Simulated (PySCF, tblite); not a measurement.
Isomers of C6H13FO, one GFN2-xTB conformer each. Single-point energies are computed at PBE0/pcSseg-1 (PySCF, gas phase, no added dispersion term), electronic only.

| SMILES | GFN2-xTB relative energy (kcal/mol) |
| --- | --- |
| COC[C@H](C)CCF | 10.4 |
| CO[C@H](F)C(C)(C)C | 0.0 |

Conformers: `[CH3:1][O:2][CH2:3][C@H:4]([CH3:5])[CH2:6][CH2:7][F:8]` with C1–O2–C3–C4 179°, O2–C3–C4–C5 -162°, C3–C4–C6–C7 -64°, C4–C6–C7–F8 -171°; `[CH3:1][O:2][C@H:3]([F:4])[C:5]([CH3:6])([CH3:7])[CH3:8]` with C1–O2–C3–F4 -65°.

What does PBE0/pcSseg-1 give for the same structures?

| SMILES | PBE0/pcSseg-1 E (Eh) | PBE0/pcSseg-1 (kcal/mol) | GFN2-xTB (kcal/mol) | point group |
| --- | --- | --- | --- | --- |
| CO[C@H](F)C(C)(C)C | -411.02641 | 0.0 | 0.0 | C1 |
| COC[C@H](C)CCF | -411.00352 | 14.4 | 10.4 | C1 |

Both levels put the same isomer lowest. As drawn, the lower has a quaternary carbon, which the higher lacks.

Which frontier levels, dipoles and rotational constants go with these structures?

```json
{"SMILES": "CO[C@H](F)C(C)(C)C", "HOMO (eV, PBE0/pcSseg-1)": "-8.22", "LUMO (eV)": "1.47", "dipole (D)": "1.45", "A, B, C (MHz)": "2952, 1504, 1303"}
{"SMILES": "COC[C@H](C)CCF", "HOMO (eV, PBE0/pcSseg-1)": "-7.56", "LUMO (eV)": "1.35", "dipole (D)": "3.02", "A, B, C (MHz)": "2059, 1337, 854.6"}
```

What happens when harmonic zero-point energies from GFN2-xTB frequencies are added?

| SMILES | ZPE (kcal/mol) | electronic (kcal/mol) | with ZPE (kcal/mol) |
| --- | --- | --- | --- |
| CO[C@H](F)C(C)(C)C | 113.7 | 0.0 | 0.0 |
| COC[C@H](C)CCF | 114.1 | 14.4 | 14.7 |

The zero-point energies span 0.4 kcal/mol. The order is unchanged.
